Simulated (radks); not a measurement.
The numbers below are computed, except where a source is named.
Question: All-electron atom: Os4+ in [Xe] 4f14 5d4. Level of theory: Dirac Kohn-Sham, PBE, spin-unpolarised, spherical densities, finite nucleus; open shells fill j = l - 1/2 first; Fermi nuclear charge, rms radius 5.4126 fm (a radial shooting solver on a logarithmic mesh with Libxc functionals).

Spin-orbit splittings of the eigenvalues, e(l+1/2) - e(l-1/2), with zeta = 2 splitting/(2l+1) and mean radii in bohr:

shell  occ.  splitting (eV)  zeta (eV)  <r> j=l-1/2  <r> j=l+1/2
2p        6            1531       1021      0.06130      0.06950
3p        6           333.9      222.6       0.1835       0.1986
3d       10           72.33      28.93       0.1734       0.1781
4p        6           78.43      52.29       0.4357       0.4692
4d       10           14.53      5.812       0.4824       0.4937
4f       14               ?          ?       0.5512       0.5592
5p        6           12.59      8.394        1.087        1.178
5d        4           1.396     0.5585        1.520        1.559

Estimate the 4f splitting.

Answer: 2.811 eV (zeta = 0.8032 eV).
